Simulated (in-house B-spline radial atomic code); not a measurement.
Radial electron density of the nickel ion Ni⁵⁺, [Ar] 3d5. Computed with a B-spline radial code for spherical atoms: non-relativistic CAM-B3LYP, spin-polarised, spherical fractional occupations, point nucleus.

Columns: r (bohr), 4πr²n(r) (electrons per bohr), bar.

```
 0.00244   0.9758 #
 0.00291    1.352 ##
 0.00347    1.863 ##
 0.00414    2.554 ###
 0.00493    3.465 ####
 0.00588    4.674 #####
   0.007    6.222 #######
 0.00835     8.21 #########
 0.00995    10.66 ############
  0.0119    13.68 ################
  0.0141    16.99 ####################
  0.0169    20.89 ########################
  0.0201    24.76 #############################
  0.0239    28.41 #################################
  0.0285    31.45 ####################################
   0.034    33.33 ######################################
  0.0406    33.68 #######################################
  0.0483     32.5 #####################################
  0.0576    30.23 ###################################
  0.0687    27.89 ################################
  0.0819    26.79 ###############################
  0.0976    27.91 ################################
   0.116    31.22 ####################################
   0.139    35.58 #########################################
   0.165    38.19 ############################################
   0.197    37.08 ###########################################
   0.235    31.66 ####################################
    0.28    24.07 ############################
   0.334    17.79 ####################
   0.398    15.52 ##################
   0.474    16.94 ####################
   0.565    19.14 ######################
   0.673    19.03 ######################
   0.803     15.7 ##################
   0.957     10.6 ############
    1.14    5.839 #######
    1.36    2.584 ###
    1.62   0.9223 #
    1.93   0.2596 
     2.3  0.05572 
    2.74 0.008644
```

On this grid the curve has 3 maxima, near 0.0406, 0.165, 0.565 bohr.

The 3p down radial function P(r) = rR(r), positive near the nucleus:

| r (bohr) | P |
| --- | --- |
| 0.00244 | 0.001438 |
| 0.00347 | 0.002866 |
| 0.00493 | 0.005668 |
| 0.007 | 0.0111 |
| 0.00995 | 0.02152 |
| 0.0141 | 0.04079 |
| 0.0201 | 0.07624 |
| 0.0285 | 0.1364 |
| 0.0406 | 0.2339 |
| 0.0576 | 0.3713 |
| 0.0819 | 0.5329 |
| 0.116 | 0.6505 |
| 0.165 | 0.6004 |
| 0.235 | 0.2444 |
| 0.334 | -0.3992 |
| 0.474 | -1.034 |
| 0.673 | -1.245 |
| 0.957 | -0.9253 |
| 1.36 | -0.4245 |
| 1.93 | -0.1086 |
| 2.74 | -0.01233 |
